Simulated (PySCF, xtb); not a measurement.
CH4AlCl2N, SMILES C[NH][Al]([Cl])[Cl].

xtb with GFN2-xTB at its own geometry gives an orbital gap of 3.36 eV and a dipole moment of 1.81 D.

Geometry optimised at B3LYP-D3(BJ)/def2-SVP. The structure was generated by enumeration; whether it is a known compound was not checked. Other conformers were not sampled.

Q: What does HF/def2-TZVP (PySCF) give? (Estimate from the structure and the level; the computed values follow.)

A: gap 12.93 eV (levels -10.56 and 2.37 eV), dipole 2.37 D.
